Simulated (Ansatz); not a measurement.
## AgSiSn+: where a starting geometry ends

The starting geometry of this gas-phase singlet was optimised with GFN2-xTB.

```yaml
atoms:
  - { symbol: Ag, position_ang: [-1.4329, -1.4694, -0.0530] }
  - { symbol: Si, position_ang: [0.1447, 0.2303, 0.9568] }
  - { symbol: Sn, position_ang: [-1.0931, 0.0993, 3.3351] }
```

Question: Predict what it relaxes into with B3LYP-D3(BJ)/def2-SVP.

Answer: A new bond forms, giving a structure given below by its coordinates. Contacts that close: Ag1–Sn3 (3.75 → 2.99 Å).

The energy falls by 0.21 eV over 6 steps:

```
step  E − E(last) (eV)
   1             0.213
   2             0.085
   3             0.003
   4             0.000
   5             0.000
   6             0.000
```

Final geometry (Å):

```yaml
atoms:
  - { symbol: Ag, position_ang: [-1.4826, -1.3606, 0.3430] }
  - { symbol: Si, position_ang: [0.3250, 0.3390, 0.8465] }
  - { symbol: Sn, position_ang: [-1.2238, -0.1181, 3.0494] }
```

Frequencies at the end are all real (lowest 85 cm⁻¹). Atoms past krypton carry core potentials, without spin–orbit terms. Run with Ansatz 0.2.0, 42 s on 1 thread of Intel(R) Xeon(R) Processor @ 2.50GHz (Skylake/Cascade Lake), on a shared host.
